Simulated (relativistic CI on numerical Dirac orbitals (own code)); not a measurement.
Co⁵⁺: resonant inelastic scattering at the M2,3 edge

Computed with this model: Dirac-Coulomb-Breit CI, separate exchange-only KLI orbitals for each configuration, model QED (radiative potential, 1s self-energy scaled to tabulated hydrogen-like ionisation energies), valence Slater integrals scaled by 0.9, Kramers-Heisenberg scattering through one core-hole configuration in a parametric crystal field; configurations [Ar] 3d4 → [Ne] 3s2 3p5 3d5; 300 K; core-hole width 1.2 eV; summed over polarisations. Incident energies are the highest absorption maxima for each field (at most a few, so the weaker spin-orbit partner edge can be absent), on the computed scale of the free ion. Intensities are in per cent of the strongest line above 0.02 eV; levels within 1 cm⁻¹ are merged; final levels count from the ground level, the first row holds all elastic scattering, lines under 0.4 are left out and each table stops after 24 rows. The scale of the Slater integrals is a model choice and moves the terms in proportion.

Field parameters in Wybourne normalisation: Oh B⁴₀ = 21Dq, B⁴₄ = √(5/14) B⁴₀. The field is a parameter set, without covalency.

S is read from ⟨S²⟩ = S(S + 1).

Oh, 10Dq = 5900 cm⁻¹:

| Final level (eV) | Degeneracy | Irrep | S | 67.7 eV | 69.2 eV | 78.8 eV |
| --- | --- | --- | --- | --- | --- | --- |
| 0.000 | 1 | A1 | 2.00 | 372.3 | 116.3 | 186.5 |
| 0.007 | 3 | T1 | 2.00 | 17.5 | 4.0 | 33.0 |
| 0.013 | 2 | E | 2.00 | 10.0 | 7.3 | 37.0 |
| 0.018 | 3 | T2 | 2.00 | 8.1 | 6.4 | 25.7 |
| 0.023 | 1 | A2 | 2.00 | 2.1 | 3.0 | 19.6 |
| 0.712 | 3 | T2 | 2.00 | 48.9 | 31.1 | 95.1 |
| 0.716 | 3 | T1 | 2.00 | 49.8 | 30.4 | 88.9 |
| 0.721 | 1 | A1 | 2.00 | 16.8 | 10.6 | 29.7 |
| 0.776 | 3 | T1 | 2.00 | 48.7 | 31.5 | 100.0 |
| 0.778 | 2 | E | 2.00 | 33.2 | 22.2 | 65.1 |
| 0.815 | 3 | T2 | 2.00 | 34.5 | 27.4 | 83.3 |
| 3.483 | 1 | A1 | 1.00 | 0.0 | 0.0 | 0.5 |
| 3.555 | 3 | T1 | 1.00 | 0.1 | 0.0 | 1.4 |
| 3.707 | 2 | E | 1.00 | 0.0 | 0.0 | 0.7 |
| 3.710 | 3 | T2 | 1.00 | 0.0 | 0.0 | 1.0 |
| 4.659 | 3 |  | 1.00 | 0.2 | 0.0 | 0.8 |
| 4.945 | 3 |  | 1.00 | 0.1 | 0.1 | 0.8 |
| 5.028 | 3 |  | 0.99 | 0.1 | 0.0 | 0.7 |
| 5.030 | 2 |  | 0.99 | 0.1 | 0.0 | 0.9 |
| 5.066 | 3 |  | 1.00 | 0.1 | 0.0 | 0.6 |

Oh, 10Dq = 13250 cm⁻¹:

```
Final level (eV)  Degeneracy  Irrep     S  68 eV  79.4 eV
           0.000           1     A1  2.00  213.2     86.1
           0.005           3     T1  2.00    7.5     15.0
           0.009           2      E  2.00    8.8     16.6
           0.012           3     T2  2.00   10.0     11.5
           0.016           1     A2  2.00    3.9      8.9
           1.614           7         2.00   41.1    100.0
           1.676           3     T1  2.00   16.7     50.9
           1.677           2      E  2.00   11.4     32.8
           1.715           3     T2  2.00   13.5     46.9
           3.583           3     T1  1.00    0.1      0.4
           5.334           3         0.98    0.1      0.4
           6.584           3         0.98    0.0      0.6
           6.611           2         0.97    0.0      0.4
```

Oh, 10Dq = 20650 cm⁻¹:

| Final level (eV) | Degeneracy | Irrep | S | 65.1 eV | 68.2 eV | 80 eV |
| --- | --- | --- | --- | --- | --- | --- |
| 0.000 | 1 | A1 | 1.99 | 35.1 | 327.4 | 157.7 |
| 0.005 | 3 | T1 | 1.99 | 0.9 | 15.3 | 27.7 |
| 0.010 | 2 | E | 2.00 | 1.0 | 30.5 | 30.8 |
| 0.014 | 3 | T2 | 2.00 | 1.0 | 31.0 | 21.5 |
| 0.018 | 1 | A2 | 2.00 | 0.5 | 14.3 | 16.3 |
| 1.313 | 1 | A1 | 1.01 | 0.0 | 0.6 | 0.2 |
| 1.357 | 3 | T1 | 1.01 | 0.0 | 1.1 | 0.4 |
| 1.427 | 2 | E | 1.00 | 0.0 | 0.4 | 0.2 |
| 2.527 | 1 | A1 | 1.99 | 0.1 | 5.3 | 26.9 |
| 2.529 | 3 | T1 | 1.99 | 0.3 | 16.5 | 80.1 |
| 2.532 | 3 | T2 | 2.00 | 0.3 | 16.9 | 84.8 |
| 2.590 | 2 | E | 1.99 | 0.2 | 9.3 | 64.7 |
| 2.591 | 3 | T1 | 1.99 | 0.3 | 13.5 | 100.0 |
| 2.629 | 3 | T2 | 1.99 | 0.2 | 11.8 | 92.2 |
| 3.555 | 1 | A1 | 1.01 | 0.0 | 0.1 | 0.4 |
| 3.604 | 3 | T1 | 1.01 | 0.0 | 0.3 | 0.8 |
| 3.709 | 3 | T2 | 0.99 | 0.0 | 0.3 | 0.5 |
| 3.785 | 3 | T1 | 1.01 | 0.0 | 0.2 | 0.5 |
| 4.204 | 3 | T2 | 1.00 | 0.0 | 0.2 | 0.7 |
| 5.643 | 2 | E | 1.00 | 0.0 | 0.1 | 0.4 |
| 5.651 | 3 | T2 | 0.99 | 0.0 | 0.1 | 0.6 |
| 5.707 | 3 | T1 | 0.84 | 0.0 | 0.1 | 0.6 |
| 6.145 | 3 |  | 0.99 | 0.0 | 0.3 | 0.6 |
| 6.164 | 3 |  | 1.00 | 0.0 | 0.2 | 0.7 |

For the first field the strongest loss at the lowest incident energy is the level at 0.72 eV (S = 2.00, against 2.00 in the thermal ground state).
